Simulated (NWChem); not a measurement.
System meant: SiHOBr, singlet; SMILES O[Si]Br

NWChem input:

```
start job
memory heap 200 mb stack 900 mb global 1100 mb
geometry units angstroms noautoz
  Si     0.609684     1.166997     0.000000
  Br     0.021397    -1.035651     0.000000
  O     -0.931886     1.852291     0.000000
  H     -0.903451     2.829645     0.000000
end
basis spherical
  Si library def2-svp
  Br library def2-svp
  O library def2-svp
  H library def2-svp
end
dft
  xc b3lyp
  iterations 4
  mulliken
end
task dft energy
```

End of the output:

```
    Atom       Charge   Shell Charges
 -----------   ------   -------------------------------------------------------
    1 Si  14    13.76   2.00  1.96  1.00  0.69  5.80  1.01  0.97  0.33
    2 Br  35    35.12   2.00  2.00  1.96  1.15  0.75  5.99  5.81  2.47  2.96  7.84  2.04  0.16
    3 O    8     8.22   1.97  0.90  0.62  2.70  2.01  0.01
    4 H    1     0.91   0.55  0.19  0.18

 center of mass
 --------------
 x =   0.00043947 y =  -0.19371058 z =   0.00000000

 moments of inertia (a.u.)
 ------------------
         661.076710111957           0.000000000000           0.000000000000
           0.000000000000          86.538701467363           0.000000000000
           0.000000000000           0.000000000000         747.615411579320

     Multipole analysis of the density
     ---------------------------------

     L   x y z        total         alpha         beta         nuclear
     -   - - -        -----         -----         ----         -------
     0   0 0 0     -0.000000    -29.000000    -29.000000     58.000000

     1   1 0 0      0.228681      0.114340      0.114340      0.000000
     1   0 1 0      1.034075      0.517037      0.517037     -0.000000
     1   0 0 1     -0.000000     -0.000000     -0.000000      0.000000

     2   2 0 0    -29.339128    -36.722444    -36.722444     44.105761
     2   1 1 0     -0.097091      2.372231      2.372231     -4.841553
     2   1 0 1      0.000000      0.000000      0.000000      0.000000
     2   0 2 0    -21.419579   -176.033698   -176.033698    330.647816
     2   0 1 1     -0.000000     -0.000000     -0.000000      0.000000
     2   0 0 2    -26.388770    -13.194385    -13.194385      0.000000

 ------------------------------------------------------------------------
 dft energy failed                                                                                  0
 ------------------------------------------------------------------------
 ------------------------------------------------------------------------
  current input line :
    20: task dft energy
 ------------------------------------------------------------------------
 ------------------------------------------------------------------------
 This type of error is most commonly associated with calculations not reaching convergence criteria
 ------------------------------------------------------------------------
 For more information see the NWChem manual at https://nwchemgit.github.io

0:dft energy failed:Received an Error in Communication
```

**Question.** Can this run be used? If not, why, and what is the fix?

**Answer.** The run did not converge; its last values are not results. Cause: the SCF was allowed too few iterations. This input runs:
```
start job
memory heap 200 mb stack 900 mb global 1100 mb
geometry units angstroms noautoz
  Si     0.609684     1.166997     0.000000
  Br     0.021397    -1.035651     0.000000
  O     -0.931886     1.852291     0.000000
  H     -0.903451     2.829645     0.000000
end
basis spherical
  Si library def2-svp
  Br library def2-svp
  O library def2-svp
  H library def2-svp
end
dft
  xc b3lyp
  iterations 150
  mulliken
end
task dft energy
```
It converges to -2939.11242 Ha (B3LYP/def2-SVP).
